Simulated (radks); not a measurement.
Removal energies from neutral lead, [Hg] 6p2, by Delta-SCF beside the eigenvalue of the level emptied. Calculated with a radial shooting solver on a logarithmic mesh with Libxc functionals: non-relativistic Kohn-Sham, PBE, spin-polarised, spherical densities, point nucleus. Open shells are filled with parallel spins first.

removed from                  final configuration  Delta-SCF (eV)  -eigenvalue (eV)
6p                                       [Hg] 6p1           7.118             4.123
6s                         [Xe] 4f14 5d10 6s1 6p2          12.167             8.763
5d                          [Xe] 4f14 5d9 6s2 6p2          30.162            24.242
5p            [Kr] 4d10 4f14 5s2 5p5 5d10 6s2 6p2          86.688            79.826
